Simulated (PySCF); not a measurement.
C₅H₉BO₃.
SMILES with atom numbers: `[CH3:1][C:2](=[O:3])[C@@H:4]1[CH2:5][CH2:6][O:7][BH:8][O:9]1` (hydrogens: H10, H11, H12 on C1; H13 on C4; H14, H15 on C5; H16, H17 on C6; H18 on B8)

Geometry (PBE0-D3(BJ)/def2-SVP, Å), atoms numbered from 1 in this order:
```
atom  x, y, z in Å
C1     2.054   -0.297   -1.251
C2     1.289   -0.036    0.013
O3     1.647   -0.435    1.095
C4     0.025    0.827   -0.097
C5    -1.031    0.432    0.921
C6    -1.709   -0.852    0.485
O7    -2.170   -0.767   -0.850
B8    -1.564    0.059   -1.735
O9    -0.485    0.830   -1.414
H10    2.979   -0.836   -1.014
H11    2.277    0.651   -1.765
H12    1.441   -0.883   -1.952
H13    0.375    1.856    0.114
H14   -0.547    0.298    1.899
H15   -1.774    1.240    1.009
H16   -1.012   -1.704    0.569
H17   -2.576   -1.077    1.124
H18   -1.984    0.115   -2.863
```

Computed at PBE0/pcSseg-1 (PySCF, non-relativistic), with Q(17O) = −0.0256 b, Q(11B) = 0.04059 b: O3, 17O (I = 5/2): χzz = 11.95 MHz, η = 0.486; O7, 17O (I = 5/2): χzz = -9.214 MHz, η = 0.029; B8, 11B (I = 3/2): χzz = 3.274 MHz, η = 0.468; O9, 17O (I = 5/2): χzz = -9.431 MHz, η = 0.066.

(1) Find the zero-field quadrupole resonance frequencies of 17O at O3.

(2) Find the zero-field quadrupole resonance frequencies of 17O at O7.

(3) Find the zero-field quadrupole resonance frequencies of 11B at B8.

(4) Find the zero-field quadrupole resonance frequencies of 17O at O9.

Answers

(1) From the eigenvalues of H = χ/[4I(2I − 1)] × [3Iz² − I(I + 1) + η(Ix² − Iy²)], steps between neighbouring levels, labelled as for η = 0: ±1/2↔±3/2 2.203 MHz, ±3/2↔±5/2 3.438 MHz (ketone oxygen).

(2) From the eigenvalues of H = χ/[4I(2I − 1)] × [3Iz² − I(I + 1) + η(Ix² − Iy²)], steps between neighbouring levels, labelled as for η = 0: ±1/2↔±3/2 1.383 MHz, ±3/2↔±5/2 2.764 MHz (boron-bound oxygen).

(3) From ν = (|χ|/2)√(1 + η²/3): ν = 1.696 MHz (three-coordinate boron).

(4) From the eigenvalues of H = χ/[4I(2I − 1)] × [3Iz² − I(I + 1) + η(Ix² − Iy²)], steps between neighbouring levels, labelled as for η = 0: ±1/2↔±3/2 1.422 MHz, ±3/2↔±5/2 2.827 MHz (boron-bound oxygen).

In a crystal, neighbours and librations shift these lines. Isolated species at its PBE0-D3(BJ)/def2-SVP geometry (one conformer only). These gradients aren't converged with respect to the basis.
